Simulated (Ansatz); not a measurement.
(1) Predict a relaxed structure of Si(GeH3)H3 (SiGeH₆), charge 0, singlet, at PBE0-D4/def2-TZVP (Ansatz).

Results:

(1) 
```xyz
8

Si    0.503    0.990   -0.456
Ge   -0.492   -0.971    0.447
H    -0.900   -1.939   -0.677
H    -1.751   -0.616    1.258
H     0.492   -1.699    1.378
H    -0.422    1.630   -1.429
H     1.770    0.647   -1.153
H     0.800    1.959    0.632
```
Point group C3 (tolerance 0.1 Å). This is one stationary point.
